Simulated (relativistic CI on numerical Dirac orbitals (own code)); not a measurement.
## Sensitivity of the levels of S⁴⁺ to α

Calculated at this level of theory: Dirac-Coulomb-Breit CI, orbitals from a KLI potential per configuration, valence Slater integrals scaled by 0.85, P86 correlation energy added to each configuration, derivatives by finite differences, QED left out (own radial code, finite nucleus).

Configurations in the expansion (outside the closed core [Ne]): 3s2, 3s 3p, 3p2, 3s 3d, 3d2, 3p 3d, 3p 4s, 3s 4s. Levels of other configurations are missing.

With x = (α/α₀)² − 1 an excitation energy changes as ω = ω₀ + qx; K = 2q/ω₀ is the relative enhancement. Terms are leading LS components, so labels can repeat.

Lowest level 3s2 1S_0.

| Level | ω₀ (cm⁻¹) | q (cm⁻¹) | K |
| --- | --- | --- | --- |
| 3s 3p 3P°_0 | 81709 | 576.3 | 0.0141 |
| 3s 3p 3P°_1 | 82068 | 931.2 | 0.0227 |
| 3s 3p 3P°_2 | 82811 | 1684 | 0.0407 |
| 3s 3p 1P°_1 | 124209 | 1421 | 0.0229 |
| 3p2 1D_2 | 194204 | 2422 | 0.0249 |
| 3p2 3P_0 | 199248 | 1975 | 0.0198 |
| 3p2 3P_1 | 199643 | 2400 | 0.024 |
| 3p2 3P_2 | 200403 | 3195 | 0.0319 |
| 3p2 1S_0 | 233110 | 2797 | 0.024 |
| 3s 3d 3D_2 | 235143 | 1625 | 0.0138 |
| 3s 3d 3D_1 | 235144 | 1625 | 0.0138 |
| 3s 3d 3D_3 | 235146 | 1627 | 0.0138 |
| 3s 3d 1D_2 | 271720 | 1927 | 0.0142 |

At this charge configurations can still be misplaced by up to about 7 % of their energy.
